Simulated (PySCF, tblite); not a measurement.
Isomers of C4H7Si (doublet state), one GFN2-xTB conformer each. Single-point energies are computed at B3LYP/pcH-1 (PySCF, gas phase, no added dispersion term), electronic only. GFN2-xTB treats the open shell by occupation alone, and not every SCF solution was tested for stability.

Problem. Rank them by B3LYP/pcH-1 energy, lowest first (kJ/mol).
A. `[SiH3]C1=C[CH]C1` [radical]
B. `C#C[Si](C)C` [radical]
C. `[SiH3]C1=[C]CC1` [radical]
D. `C(C#C[CH2])[SiH3]` [radical]

Solution. B (0.0), D (74.3), A (83.8), C (175.9).

As drawn, the highest has a four-membered ring, which the lowest lacks. Neighbours under 21 kJ/mol apart ([CH2]C#CC[SiH3] and [SiH3]C1=C[CH]C1) can change places with a better method, another conformer or zero-point energy. GFN2-xTB itself gives, in the same order: 80.0, 27.2, 0.0, 100.7. GFN2-xTB puts [SiH3]C1=C[CH]C1 lowest instead; measured from each level's own lowest isomer, the values differ by up to 83.8 kJ/mol ([SiH3]C1=C[CH]C1: 0.0 against 83.8).

Problem. What happens when harmonic zero-point energies from GFN2-xTB frequencies are added?

Solution. 
```json
{"SMILES": "C#C[Si](C)C", "ZPE (kJ/mol)": "240.4", "electronic (kJ/mol)": "0.0", "with ZPE (kJ/mol)": "0.0"}
{"SMILES": "[CH2]C#CC[SiH3]", "ZPE (kJ/mol)": "217.2", "electronic (kJ/mol)": "74.3", "with ZPE (kJ/mol)": "51.1"}
{"SMILES": "[SiH3]C1=C[CH]C1", "ZPE (kJ/mol)": "225.5", "electronic (kJ/mol)": "83.8", "with ZPE (kJ/mol)": "68.9"}
{"SMILES": "[SiH3]C1=[C]CC1", "ZPE (kJ/mol)": "227.6", "electronic (kJ/mol)": "175.9", "with ZPE (kJ/mol)": "163.0"}
```

The zero-point energies span 23.2 kJ/mol. The order is unchanged.
